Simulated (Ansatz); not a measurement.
# Match the barriers

Saddle point of AlNH4Cl2O, closed shell (AlNH₂Cl₂ ([NH2][Al]([Cl])[Cl]) + H₂O → AlHCl₂O ([OH][Al]([Cl])[Cl]) + NH₃ (still joined by a long Al–N bond); bonds formed: N2–H5; dative contacts that become bonds: Al1–O6; bonds broken: H5–O6; bonds weakened to dative contacts: Al1–N2), PBE0-D4/def2-TZVP structure:

```
9
angstrom
Al -0.3476 -0.7813 0.0910
N -0.5724 1.0724 -0.0660
Cl -1.3046 -1.9727 -1.3440
Cl -0.2298 -1.4724 2.0791
H 0.8186 0.7169 -0.3330
O 1.3700 -0.2581 -0.4592
H -1.1092 1.4561 -0.8321
H -0.7675 1.6144 0.7647
H 2.1425 -0.3754 0.0995
```

Computed with Ansatz 0.2.0 (basis: def2-TZVPP, with def2-QZVPP for the basis limit); correlated methods freeze the cores. B3LYP uses VWN-RPA correlation. Extrapolation: Hartree–Fock as exp(−7.88 √X), correlation as X^−2.97. Four methods, as single points on the PBE0-D4 structures, gave these electronic barriers from the start structure: 0.057, 0.182, 0.281, 0.506 eV.

**Question.** The methods were, in alphabetical order, B3LYP-D4, BHLYP-D4, HF, PBE-D4. Which gave which? (A judgement: the text doesn't fix the answer.)

**Answer.** The calculation gives: PBE-D4 0.057; B3LYP-D4 0.182; BHLYP-D4 0.281; HF 0.506 eV. For comparison, CCSD(T) at an estimated basis limit (MP2 extrapolated from triple and quadruple zeta, plus CCSD(T) − MP2 in triple zeta) gives 0.245 eV.

No T1 diagnostic of these runs exceeds 0.009.

The step is the kind of ligand exchange by which a precursor binds to a hydroxyl group, or is hydrolysed, in atomic layer deposition of oxides.

Labels in which every atom is bracketed show which atoms are joined, not bond orders.

For scale, one of the runs: CCSD(T)/def2-TZVPP, 244 basis functions (an equivalent command: `ansatz run in.yaml --threads 4`). The run took 2.3 min on 4 CPU threads (shared host), with 4.6 GiB of host memory at its peak.
